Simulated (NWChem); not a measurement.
System: CdSiH4O; SMILES [OH][Cd][SiH3]

```xyz
7

Cd     0.0027    -0.3444    -0.0001
O      0.0705    -2.3215     0.0003
H     -0.7969    -2.7406     0.0000
Si     0.0072     2.1308     0.0001
H     -1.3925     2.6566    -0.0802
H      0.7665     2.6788    -1.1676
H      0.6275     2.6782     1.2475
```
Atoms are numbered in this order, from 1.

Results from NWChem. Medium grid unless said otherwise, to which SCAN and Minnesota functionals are sensitive. The geometry was optimised at PBE0/def2-SVP. def2 effective core potentials on Cd; no spin-orbit coupling.

For level SCAN/def2-SVP:

* **highest occupied level (eV)**: -6.22
* **orbital gap (eV)**: 4.91
* **dipole (D)**: 1.50

Q: How do the values read with level RPBE/def2-SVP instead?

A: The highest occupied level (eV) comes out as -5.84, the orbital gap (eV) comes out as 4.38 and the dipole (D) is 1.33.
